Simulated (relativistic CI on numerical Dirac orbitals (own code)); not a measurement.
## d1 in a ligand field

Computed with a parametric ligand-field model of a d^n configuration (Racah B and C, spin-orbit zeta, crystal field), exact diagonalisation.

Field parameters in Wybourne normalisation: Oh B⁴₀ = 21Dq, B⁴₄ = √(5/14) B⁴₀; Td as Oh with Dq negative (B⁴₀ = 21Dq, B⁴₄ = √(5/14) B⁴₀). The field is a parameter set, without covalency.

(1) Ground term and bands for B = 760, C = 3290, ζ = 0 cm⁻¹, Oh, 10Dq = 23050 cm⁻¹?

(2) Ground term and bands for B = 380, C = 1440, ζ = 0 cm⁻¹, Oh, 10Dq = 12500 cm⁻¹?

(3) Ground term and bands for B = 380, C = 1910, ζ = 0 cm⁻¹, Td, 10Dq = -2750 cm⁻¹?

(4) Ground term and bands for B = 460, C = 1850, ζ = 0 cm⁻¹, Oh, 10Dq = 13050 cm⁻¹?

(5) Ground term and bands for B = 760, C = 3280, ζ = 0 cm⁻¹, Oh, 10Dq = 6200 cm⁻¹?

Answers

(1) Ground term 2T2 with 0.00 electrons in the two orbitals of the cubic e set. Spin-allowed: 2E 23050 cm⁻¹ (434 nm). Lowest spin-forbidden: none.

(2) Ground term 2T2 with 0.00 electrons in the two orbitals of the cubic e set. Spin-allowed: 2E 12500 cm⁻¹ (800 nm). Lowest spin-forbidden: none.

(3) Ground term 2E with 1.00 electrons in the two orbitals of the cubic e set. Spin-allowed: 2T2 2750 cm⁻¹. Lowest spin-forbidden: none.

(4) Ground term 2T2 with 0.00 electrons in the two orbitals of the cubic e set. Spin-allowed: 2E 13050 cm⁻¹ (766 nm). Lowest spin-forbidden: none.

(5) Ground term 2T2 with 0.00 electrons in the two orbitals of the cubic e set. Spin-allowed: 2E 6200 cm⁻¹ (1613 nm). Lowest spin-forbidden: none.
